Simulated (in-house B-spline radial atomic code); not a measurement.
A calculation on Te³⁺: its settings, and results tabulated from the run. Level of theory: non-relativistic PBE0, spin-polarised, spherical fractional occupations, point nucleus, inside a hard spherical wall at 2.7 bohr; calculated with a B-spline radial code for spherical atoms.

Command:
```bash
python run_scf.py task.json out
```
Settings:
```
Z                52
configuration    [Kr] 4d10 5s2 5p1
hamiltonian      nr
method           pbe0
spin_polarised   True
wall_radius      2.7
```

Output (hartree, bohr):
```
 radial grid: 42 intervals, B-splines of order 8, outer radius 2.7 bohr

 iter        energy (Eh)    residual
    1       -6604.324480    6.48e-01
    2       -6607.427258    3.02e-01
    3       -6610.333777    5.06e-02
    4       -6610.414525    7.10e-03
    5       -6610.415463    5.18e-03
    6       -6610.416258    4.78e-04
    7       -6610.416259    1.06e-04
    8       -6610.416259    1.80e-06
    9       -6610.416259    2.35e-07

 total energy                     -6610.41626
 kinetic                            6616.9794
 electron-nucleus                 -15672.4325
 Hartree                            2615.6466
 exact exchange                      -42.0713
 exchange-correlation               -128.5385

 orbital      occ     eigenvalue          <r>       <r^2>       <1/r>     <1/r^3>     <1/r^2>       r_max
 1s up      1.000     -1121.2272    0.0292387  0.00114342     51.4715           -     5317.23     0.01937
 1s down    1.000     -1121.2230    0.0292387  0.00114341     51.4716           -     5317.25     0.01937
 2s up      1.000      -169.3028     0.125978    0.018637     11.8012           -     565.498       0.107
 2s down    1.000      -169.3008     0.125977   0.0186367     11.8013           -     565.497       0.107
 2p up      3.000      -158.8184     0.107387   0.0140188     11.8038     4598.89     188.629     0.08374
 2p down    3.000      -158.8146     0.107388    0.014019     11.8036     4598.74     188.625     0.08374
 3s up      1.000       -34.5835      0.33529    0.128285     4.29385           -     113.023      0.3053
 3s down    1.000       -34.5795      0.33528    0.128274     4.29383           -     113.016      0.3053
 3p up      3.000       -30.1859     0.326012    0.123084     4.21552     855.576     37.5302       0.292
 3p down    3.000       -30.1807     0.326018    0.123086     4.21532     855.458     37.5262       0.292
 3d up      5.000       -22.0442     0.296837    0.104179     4.07782     138.006     20.7666      0.2386
 3d down    5.000       -22.0406     0.296824    0.104167     4.07793     138.014     20.7675      0.2386
 4s up      1.000        -6.6568     0.796216    0.716013     1.72781           -     23.8445      0.7283
 4s down    1.000        -6.6467     0.796145    0.715651      1.7273           -     23.8194      0.7286
 4p up      3.000        -5.1234     0.837049    0.798074     1.62032     158.977     7.60457      0.7508
 4p down    3.000        -5.1120      0.83683    0.797293     1.61994     158.799     7.59778      0.7513
 4d up      5.000        -2.5243     0.958082     1.06416     1.37244     19.0554     3.43989      0.8105
 4d down    5.000        -2.5120      0.95457     1.05554      1.3765     19.1632     3.45696      0.8104
 5s up      1.000        -1.0124      1.59699     2.77417    0.817554           -     6.22891       1.656
 5s down    1.000        -0.9425      1.59465     2.76751     0.81987           -      6.2802       1.651
 5p up      1.000        -0.3945      1.63172     2.90669    0.808146     46.6476     2.34011       1.735
```

Cost of the run: 0.13 s on 1 thread of Arm Neoverse V1, on a shared host.

Caution: exact exchange at fractional occupations of open shells leaves self-interaction of up to several eV.
